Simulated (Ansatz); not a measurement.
Reaction (isomerisation): `C[C](=N)[GeH2][OH]` → `[CH3][Ge]1([OH])[CH2][NH]1`

Computed with Ansatz on PBE0-D4/def2-TZVP structures; ΔE is electronic, products minus reactants. CCSD(T)/CBS is the MP2 limit (def2-TZVPP, def2-QZVPP) plus CCSD(T) − MP2 in def2-TZVPP, frozen cores. DFT in def2-TZVPP. B3LYP here is the variant with VWN-RPA as its local correlation; programs differ in this. For Ge outer-core shells are correlated without core-valence functions, which leaves a few kJ/mol of doubt a bond. Scalar relativity is left out up to krypton. One conformer a species, not always the lowest.

CCSD(T)/CBS gives +6.8 kcal/mol.

Another level gave +6.9 kcal/mol. Which?
A. MP2/def2-TZVPP
B. PBE0/def2-TZVPP
C. ωB97X-V/def2-TZVPP
D. B3LYP/def2-TZVPP

B. PBE0 6.9, B3LYP 11.2, MP2/def2-TZVPP 5.1, ωB97X-V 8.2 kcal/mol.

Largest T1 diagnostic among the species: 0.012.

From PBE to PBE0 (25 % exact exchange), in def2-TZVPP and without D4, ΔE moves by −0.8 kcal/mol. In def2-TZVPP, CCSD(T) changes the Hartree–Fock value by −7.2 kcal/mol (the triples alone add −0.5 kcal/mol) and MP2 by −10.4 kcal/mol.
